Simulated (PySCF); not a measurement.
# How methods differ on the excitation energy of B

B [He] 2s2 2p1 (2P) → B [He] 2s1 2p2 (4P), as a difference of total energies. Computed with PySCF 2.14 in dyall-acv3z (15s9p4d2f, 76 functions), with scalar relativity by spin-free X2C-1e. Correlated levels: valence: 1s2 frozen; valence and next inner shell: nothing frozen; virtual orbitals above 40 to 60 times the deepest correlated orbital energy dropped. The calculations carry no spin-orbit coupling.

```
                                method  excitation energy (eV)
                                   UHF                   2.194
                                   LDA                   3.290
                                   PBE                   3.279
                                  PBE0                   3.224
                                r2SCAN                   2.943
                               r2SCAN0                   3.025
                                 M06-L                   3.338
                                 B97-3                   3.463
                                M06-2X                   3.788
                         MP2 (valence)                   3.127
                     SCS-MP2 (valence)                   3.509
    MP2 (valence and next inner shell)                   3.144
SCS-MP2 (valence and next inner shell)                   3.528
```

Q: How much does correlation contribute at MP2 (valence and next inner shell)?

A: 3.144 − (2.194) = 0.950 eV, measured against UHF.
